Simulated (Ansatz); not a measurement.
ClH$_{3}$O$_{3}$Sn (`[OH][Sn]([OH])([OH])[Cl]`), relaxed with RKS PBE-D4/def2-SVP in the Gaussian-basis code of Ansatz from a rough embedded geometry. The force threshold is 0.03 eV/Å; the program also tests the step.

The species carries charge 0 and has multiplicity 1. Sn takes the def2 core potential.

Start:

```xyz
8

O    -0.032   -1.577   -0.874
Sn    0.374    0.016    0.171
O     0.670    1.491   -1.067
O    -1.117    0.497    1.313
Cl    2.308   -0.294    1.496
H    -0.142   -2.335   -0.157
H    -0.171    1.626   -1.591
H    -1.889    0.576    0.710
```

```
        step  energy (eV)  largest force (eV/Å)  largest move (Å)
           1  -24525.5373                 3.098             0.000
           2  -24525.7835                 1.050             0.193
           3  -24525.8068                 0.204             0.103
           4  -24525.8131                 0.501             0.116
           5  -24525.8376                 0.186             0.200
           6  -24525.8674                 0.319             0.200
           7  -24525.8893                 0.054             0.177
8 (rejected)  -24525.8882                 0.196             0.057
           9  -24525.8905                 0.133             0.028
          10  -24525.8928                 0.026             0.066
          11  -24525.8930                 0.092             0.042
          12  -24525.8935                 0.006             0.015
```

End:

```xyz
8

O    -0.130   -1.579   -0.932
Sn    0.181    0.038    0.199
O     0.177    1.590   -1.050
O    -1.219    0.380    1.572
Cl    2.189   -0.257    1.396
H     0.157   -2.375   -0.440
H     0.585    1.313   -1.895
H    -1.939    0.891    1.150
```

Hardware: 4 threads of an Arm Neoverse V2 on a shared host. Wall time 11 s, peak host memory 0.15 GiB.
